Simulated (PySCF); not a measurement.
Working out the excitation energy of Li

Li [He] 2s1 (2S) → Li [He] 2p1 (2P). Computed with PySCF 2.14 in ANO-RCC-VTZP (4s3p2d1f, 30 functions), with the spin-free X2C one-electron Hamiltonian (Gaussian nucleus). Frozen: nothing. Energies in hartree (1 hartree = 27.21139 eV):

```
            part  Li (lower)  Li (upper)
             UHF   -7.433391   -7.365719
CCSD correlation   -0.036539   -0.036480
             (T)   -0.000007   -0.000006
```

Q: What does Hartree-Fock give?

A: (-7.365719) − (-7.433391) = 0.067672 hartree = 1.841 eV.

Q: What do CCSD and CCSD(T) give?

A: The CCSD correlation energies differ by 0.000059 hartree = 0.002 eV and the triples by 0.000001 hartree = 0.000 eV, so CCSD gives 1.843 eV and CCSD(T) 1.843 eV.

Measured between the centres of the two terms (NIST): 1.848 eV, so CCSD(T) (valence and next inner shell) is off by -0.005 eV.

What remains against the reference includes basis incompleteness and higher excitations.
